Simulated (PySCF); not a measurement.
Coordinates in bohr (charge 0 multiplicity 1):
```
N     0.0000    0.0000    0.0000
In    3.9945    0.0000    0.0000
In   -1.9973    3.4593    0.0000
In   -1.9972   -3.4593    0.0000
```

Level of theory: PBE0/[N def2-SVP, In def2-SVP with ECP28], scalar-relativistic core potentials, density fitting, no spin–orbit coupling, PySCF.

This geometry of In3N is a stationary point at this level.

**Question.** What is the point group?

**Answer.** D3h.

**Question.** Is it a minimum?

**Answer.** Yes: all harmonic wavenumbers are real.

**Question.** What are the dipole moment and the gap between the highest occupied and lowest empty levels?

**Answer.** 0.00 D and 3.97 eV.

**Question.** Give the ideal-gas entropy at 298.15 K and 1 bar by parts.

**Answer.** translation 182.2, rotation 119.4, vibration 60.6, spin 0.0; total 362.2 J/(mol K).

This need not be the most stable arrangement of these atoms.
